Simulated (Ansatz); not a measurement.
`C[Si]Br` + CH₃OH → `CO[Si]Br` + CH₄ at 298.15 K and 1 bar (ligand exchange at the Si–C bond).

Computed with Ansatz on PBE0-D4/def2-TZVP structures; ΔE is electronic, products minus reactants. CCSD(T)/CBS is the MP2 limit (def2-TZVPP, def2-QZVPP) plus CCSD(T) − MP2 in def2-TZVPP, frozen cores. This one scheme is used for every species. For Br outer-core shells are correlated without core-valence functions, which leaves a few kJ/mol of doubt a bond. Scalar relativity is left out up to krypton. Each species was taken in one conformer, which may not be the lowest.

| species | CCSD(T)/CBS energy (Eh) | H − E (kJ/mol) | S (J/(mol·K)) |
| --- | --- | --- | --- |
| `C[Si]Br` | -2902.25975 | 111.1 | 309.6 |
| CH₃OH | -115.61712 | 146.3 | 238.2 |
| `CO[Si]Br` | -2977.47730 | 132.2 | 333.7 |
| CH₄ | -40.46206 | 127.4 | 186.2 |

H − E and S are ideal-gas, rigid-rotor, harmonic terms from PBE0-D4/def2-TZVP, for one conformer and one mirror image of each species. 1 Eh = 2625.50 kJ/mol, R = 8.31446 J/(mol·K).

Q: By hand: ΔE, ΔH, ΔS and ΔG.

A: ΔE = (-2977.47730) + (-40.46206) − (-2902.25975) − (-115.61712) = -0.06249 Eh = -164.1 kJ/mol. Δ(H − E) = 132.2 + 127.4 − 111.1 − 146.3 = 2.2, so ΔH = -161.9 kJ/mol. ΔS = 333.7 + 186.2 − 309.6 − 238.2 = -27.9 J/(mol·K). ΔG = -161.9 − 298.15 × (-27.9)/1000 = -153.6 kJ/mol.

Q: By hand: the equilibrium constant, and the temperature at which ΔG would vanish if ΔH and ΔS stayed fixed.

A: log₁₀ K = −ΔG/(RT ln 10) = 26.9. ΔG = 0 at ΔH/ΔS = 5803 K, far beyond where these terms or the molecules hold.

ΔH outweighs TΔS. A doubt of 5 kJ/mol in ΔE shifts log₁₀ K by 0.9 here. Other conformers and mirror images would add mixing entropy, several J/(mol·K) or more a flexible species. These are equilibria of isolated gas molecules and say nothing of rates. Largest T1 diagnostic: 0.012 (customary marks: 0.02 for closed shells, 0.045 for open ones).
